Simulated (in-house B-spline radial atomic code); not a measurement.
Configurations of Br V (Br4+), with energies counted from [Ar] 3d10 4s2 4p1. Method: non-relativistic HSE06, spin-polarised, spherical fractional occupations, point nucleus. Calculated with a radial B-spline atomic code at the basis-set limit. Shells without spins written out take the highest spin.

Caution: exact exchange at fractional occupations of open shells leaves self-interaction of up to several eV.

Occupations are held fixed; configurations that lie above the ionisation limit could autoionise.

| configuration | E - E(ref) (eV) | highest orbital | its <r> (bohr) |
| --- | --- | --- | --- |
| [Ar] 3d10 4s1 4p1 4d1 | 33.196 | 4d up | 2.174 |
| [Ar] 3d10 4s2 5d1 | 37.245 | 5d up | 4.397 |
| [Ar] 3d9 4s2 4p1 5p1 | 111.64 | 5p up | 3.438 |
| [Ar] 3d(4 up, 5 down) 4s2 4p(0 up, 1 down) 5d(0 up, 1 down) | 119 | 5d down | 4.257 |
| [Ar] 3d(5 up, 4 down) 4s2 4p(0 up, 1 down) 5f(0 up, 1 down) | 125.83 | 5f down | 5.643 |
| [Ne] 3s2 3p5 3d10 4s2 4p2 | 183.39 | 4p up | 1.634 |

Order these further configurations by energy, lowest first.
A. [Ar] 3d10 4s(0 up, 1 down) 4p(1 up, 0 down) 5d(1 up, 0 down)
B. [Ne] 3s2 3p(2 up, 3 down) 3d10 4s2 4p(0 up, 1 down) 4f(1 up, 0 down)
C. [Ne] 3s2 3p5 3d10 4s2 4p1 5p1
D. [Ar] 3d10 4s1 4p2
E. [Ar] 3d10 4s2 4d1

D (10.894 eV), E (21.04 eV), A (52.707 eV), C (217.55 eV), B (224.05 eV).

How far above the reference does [Ar] 3d10 4s2 4f1 lie?

35.968 eV; its least bound orbital is 4f up with <r> = 3.293 bohr.

How far above the reference does [Ne] 3s2 3p5 3d10 4s2 4p1 4f1 lie?

223.58 eV; its least bound orbital is 4f up with <r> = 3.118 bohr.
